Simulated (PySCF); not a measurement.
**F$_{4}$K$_{4}$**

Geometry:
| atom | x (Å) | y (Å) | z (Å) |
| --- | --- | --- | --- |
| K1 | -0.398 | -1.314 | 1.653 |
| F2 | 0.197 | 1.020 | 1.681 |
| K3 | 1.998 | 0.768 | 0.172 |
| F4 | 1.269 | -1.517 | 0.013 |
| K5 | -0.206 | -1.087 | -1.840 |
| F6 | -1.845 | -0.687 | -0.162 |
| K7 | -1.400 | 1.634 | 0.018 |
| F8 | 0.385 | 1.182 | -1.534 |

Computed, not measured: GIAO BP86/def2-SVP (def2-TZVP on K) magnetisability, rotational g tensor and spin-rotation constants, non-relativistic, gas phase in PySCF 2.14.0. Geometry: GFN2-xTB.

The bonding changed while the geometry was optimised; results refer to the coordinates, not to the name.

(1) What are the magnetisability and the molar susceptibility?

(2) Split it along the inertial axes a, b, c into diamagnetic and paramagnetic parts about the centre of mass, with the quadrupole moment.

(3) And the rotational g tensor?

## Answers

(1) Isotropic -1625 × 10⁻³⁰ J/T², or -97.9 × 10⁻⁶ cm³/mol; principal values -1631, -1624, -1620 × 10⁻³⁰ J/T², anisotropy 10 × 10⁻³⁰ J/T² (root of half the summed squared differences of the principal values). The susceptibility is in cgs units.

(2) 
```csv
axis,χ (10⁻⁶ cm³/mol),diamagnetic (10⁻⁶ cm³/mol),paramagnetic (10⁻⁶ cm³/mol),summed x² of all electrons (Å²),quadrupole Θ (D Å)
a,-97.5,-1495.5,1397.9,178.1,0.00
b,-97.8,-1500.2,1402.3,177.0,+0.01
c,-98.2,-1506.9,1408.7,175.5,-0.01
```
Anisotropies 2χaa − χbb − χcc = +1.0 and 2χbb − χaa − χcc = +0.1 × 10⁻⁶ cm³/mol. Θ is traceless in Buckingham's convention.

(3) 
| axis | rotational constant (GHz) | g | nuclear part | electronic part |
| --- | --- | --- | --- | --- |
| a | 0.7489 | -0.0048 | 0.4871 | -0.4919 |
| b | 0.7464 | -0.0046 | 0.4871 | -0.4917 |
| c | 0.7428 | -0.0045 | 0.4871 | -0.4916 |

Asymmetric top; isotopes 19F, 39K; no vibrational averaging.
